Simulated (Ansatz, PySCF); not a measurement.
Dimer: C2H2 (SMILES C#C) (first 4 atoms) with CH3Br (SMILES CBr); geometry from B3LYP-D3(BJ)/def2-TZVP.
(charge 0, multiplicity 1):
```xyz
9

C     -0.048     0.493     0.174
C     -0.007    -0.267    -0.751
H     -0.086     1.153     1.009
H      0.030    -0.932    -1.578
C     -0.400    -1.203     3.359
Br    -0.350     0.677     3.914
H     -0.303    -1.226     2.279
H     -1.352    -1.611     3.681
H      0.429    -1.706     3.843
```

Interaction energies are E(AB) − E(A) − E(B) at the monomers' geometry in the complex; basis-set methods are counterpoise corrected.

Rows in 6-31G* carry no dispersion term and start afresh at each structure (6-31G* with six Cartesian d functions); the Pople sets are all-electron and without relativity.

Programs: Ansatz (a first-principles code) with Gaussian orbitals; PySCF for 6-31G* rows, the dispersion terms. Each number belongs to the level named beside it.

Q: One of these levels gives -1.79 kcal/mol for the interaction energy. Which?
A. B3LYP/6-31G*
B. r2SCAN/def2-TZVPPD
C. BLYP-D4/def2-TZVPPD

A: B, r2SCAN/def2-TZVPPD. The others give -2.14 (BLYP-D4/def2-TZVPPD), -0.97 (B3LYP/6-31G*)
